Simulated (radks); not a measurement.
Question: All-electron atom: the lanthanum ion La+ in [Xe] 5d1 6s1 (not the ground configuration). All-electron calculation, scalar-relativistic Kohn-Sham, PBE, spin-polarised, spherical densities, point nucleus; open shells are filled with parallel spins first (spin-orbit coupling, left out, can overturn this in heavy ions). Program: a radial shooting solver on a logarithmic mesh with Libxc functionals. Some entries of the table are withheld. Estimate them.

| orbital | occ. | eigenvalue (hartree) | r(max) (bohr) |
|---|---|---|---|
| 1s up | 1 | -1424.345 | 0.01608 |
| 1s down | 1 | -1424.345 | 0.01608 |
| 2s up | 1 | -226.9206 | 0.09094 |
| 2s down | 1 | -226.9193 | 0.09094 |
| 2p up | 3 | -203.3938 | 0.07313 |
| 2p down | 3 | -203.3927 | 0.07313 |
| 3s up | 1 | -48.70361 | 0.2604 |
| 3s down | 1 | -48.70281 | 0.2604 |
| 3p up | 3 | -41.19206 | 0.2548 |
| 3p down | 3 | -41.19120 | 0.2548 |
| 3d up | 5 | -30.40363 | 0.2101 |
| 3d down | 5 | -30.40245 | 0.2101 |
| 4s up | 1 | -10.00629 | 0.6083 |
| 4s down | 1 | -10.00402 | 0.6083 |
| 4p up | 3 | -7.56379 | 0.6354 |
| 4p down | 3 | -7.56163 | 0.6354 |
| 4d up | 5 | -4.03031 | 0.6717 |
| 4d down | 5 | -4.02792 | 0.6717 |
| 5s up | 1 | -1.64927 | 1.410 |
| 5s down | 1 | -1.63412 | 1.407 |
| 5p up | 3 | (1) | 1.589 |
| 5p down | 3 | (2) | 1.583 |
| 5d up | 1 | -0.32779 | 2.197 |
| 6s up | 1 | -0.32221 | 3.585 |
| 5d down | 0 | -0.29037 | 2.154 |

Answer: 
(1) 5p up eigenvalue (hartree): -1.04439
(2) 5p down eigenvalue (hartree): -1.02287
